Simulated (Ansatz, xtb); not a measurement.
CH3B2FO: which of two isomers lies lower

Structure I: `CB(F)B=O`, a singlet. Structure II: `O=BCBF`, a singlet. Both are isolated molecules in the gas phase, relaxed with r2SCAN-D4/def2-SVP; the shapes shown needn't be the lowest conformers.

I (Å):

```json
{"atom": "C", "x (Å)": "-0.7043", "y (Å)": "-0.2075", "z (Å)": "0.8312"}
{"atom": "B", "x (Å)": "0.1395", "y (Å)": "0.1788", "z (Å)": "-0.4154"}
{"atom": "B", "x (Å)": "0.6840", "y (Å)": "-0.9807", "z (Å)": "-1.5487"}
{"atom": "F", "x (Å)": "0.4697", "y (Å)": "1.4462", "z (Å)": "-0.6459"}
{"atom": "O", "x (Å)": "1.0467", "y (Å)": "-1.8351", "z (Å)": "-2.3234"}
{"atom": "H", "x (Å)": "-0.1625", "y (Å)": "-0.9543", "z (Å)": "1.4388"}
{"atom": "H", "x (Å)": "-1.6300", "y (Å)": "-0.7205", "z (Å)": "0.5130"}
{"atom": "H", "x (Å)": "-0.9674", "y (Å)": "0.6532", "z (Å)": "1.4635"}
```

II (Å):

```xyz
8

C     1.0026   -0.7667   -0.1674
B     0.7606   -1.1287   -1.6351
B     0.8681   -2.0596    0.7134
F     1.9661   -2.6965    1.0893
O     0.5651   -1.4395   -2.7884
H     0.2307   -0.0273    0.1089
H     2.0043   -0.3130   -0.0799
H    -0.1934   -2.5219    1.0604
```

Problem. Which of the two would you expect CCSD(T)/def2-SVP + ΔMP2/def2-TZVPP electronic energies to favour?

Solution. Structure II; the calculation gives E(II) − E(I) = −5.0 kcal/mol.

The same difference at several levels:

```csv
level,geometry,E(II) − E(I) (kcal/mol),departure from the last row (kcal/mol),"job, with rough time for the two"
GFN2-xTB,GFN2-xTB,−11.1,−6.1,"optimisation, 0.12 s"
HF/STO-3G,GFN2-xTB,−4.7,+0.4,"single point, 0.24 s"
r2SCAN-D4/def2-SVP//GFN2-xTB,GFN2-xTB,−6.3,−1.3,"single point, 3.4 s"
r2SCAN-D4/def2-SVP,r2SCAN-D4/def2-SVP,−5.9,−0.9,"optimisation, 84 s"
HF/def2-SVP,r2SCAN-D4/def2-SVP,−7.2,−2.2,part of the CCSD(T) run
MP2/def2-SVP,r2SCAN-D4/def2-SVP,−6.3,−1.3,part of the CCSD(T) run
CCSD(T)/def2-SVP,r2SCAN-D4/def2-SVP,−5.1,−0.1,single point
CCSD(T)/def2-SVP + ΔMP2/def2-TZVPP,r2SCAN-D4/def2-SVP,−5.0,,"single point, 20 s"
```

As drawn, II has 1 C–B, 1 B–H in place of 1 B–B, 1 C–H.

None of the levels shown reverses the order. The largest departure from CCSD(T)/def2-SVP + ΔMP2/def2-TZVPP is that of GFN2-xTB, 6.1 kcal/mol. The last row adds to CCSD(T) the change of the MP2 difference between the two basis sets, here +0.1 kcal/mol.

With harmonic frequencies from r2SCAN-D4/def2-SVP (ideal gas, rigid rotor, one conformer each, 298.15 K, 1 atm): on the last row, ΔE + ΔZPE = −5.2 kcal/mol. A mode under 50 cm⁻¹ makes harmonic enthalpies and free energies unreliable, so none is given.

The correlated steps freeze 5 core orbitals. Run with Ansatz 0.2.0, xtb 6.7.1; the last row on 1 thread of Arm Neoverse V2 on a shared host.
